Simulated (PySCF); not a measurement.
Se⁺ (selenium, charge +1) across methods

[Ar] 3d10 4s1 4p4, high-spin 4P determinant (an excited configuration). Calculation: PySCF 2.14, in x2c-TZVPPall with one added diffuse shell each of s, p, d type (7s6p5d1f, 57 functions); scalar relativity by spin-free X2C-1e.

```json
{"method": "r2SCANh", "E (hartree)": "-2429.023", "mean ε 4s α (eV)": "-30.799", "mean ε 4p α (eV)": "-18.215", "mean ε 4p β (eV)": "-15.057", "Σ⟨r²⟩ (bohr²)": "31.81", "⟨S²⟩": "3.757"}
{"method": "UHF", "E (hartree)": "-2427.35217", "mean ε 4s α (eV)": "-38.019", "mean ε 4p α (eV)": "-22.420", "mean ε 4p β (eV)": "-16.835", "Σ⟨r²⟩ (bohr²)": "32.36", "⟨S²⟩": "3.763"}
{"method": "wB97M-V", "E (hartree)": "-2428.843", "mean ε 4s α (eV)": "-33.906", "mean ε 4p α (eV)": "-20.777", "mean ε 4p β (eV)": "-17.693", "Σ⟨r²⟩ (bohr²)": "32.01", "⟨S²⟩": "3.753"}
{"method": "PBE", "E (hartree)": "-2428.708", "mean ε 4s α (eV)": "-28.831", "mean ε 4p α (eV)": "-17.130", "mean ε 4p β (eV)": "-14.652", "Σ⟨r²⟩ (bohr²)": "31.90", "⟨S²⟩": "3.753"}
{"method": "PBE0", "E (hartree)": "-2428.761", "mean ε 4s α (eV)": "-31.317", "mean ε 4p α (eV)": "-18.620", "mean ε 4p β (eV)": "-15.535", "Σ⟨r²⟩ (bohr²)": "31.88", "⟨S²⟩": "3.754"}
{"method": "B3LYP", "E (hartree)": "-2429.075", "mean ε 4s α (eV)": "-30.731", "mean ε 4p α (eV)": "-18.180", "mean ε 4p β (eV)": "-15.525", "Σ⟨r²⟩ (bohr²)": "31.95", "⟨S²⟩": "3.753"}
{"method": "LDA", "E (hartree)": "-2425.441", "mean ε 4s α (eV)": "-28.938", "mean ε 4p α (eV)": "-17.188", "mean ε 4p β (eV)": "-14.764", "Σ⟨r²⟩ (bohr²)": "31.87", "⟨S²⟩": "3.752"}
{"method": "M06-2X", "E (hartree)": "-2429.159", "mean ε 4s α (eV)": "-33.107", "mean ε 4p α (eV)": "-19.783", "mean ε 4p β (eV)": "-16.208", "Σ⟨r²⟩ (bohr²)": "32.04", "⟨S²⟩": "3.757"}
```

Q: Estimate the same row for r2SCAN.

A: E (hartree) = -2429.033; mean ε 4s α (eV) = -29.933; mean ε 4p α (eV) = -17.687; mean ε 4p β (eV) = -14.719; Σ⟨r²⟩ (bohr²) = 31.79; ⟨S²⟩ = 3.756.
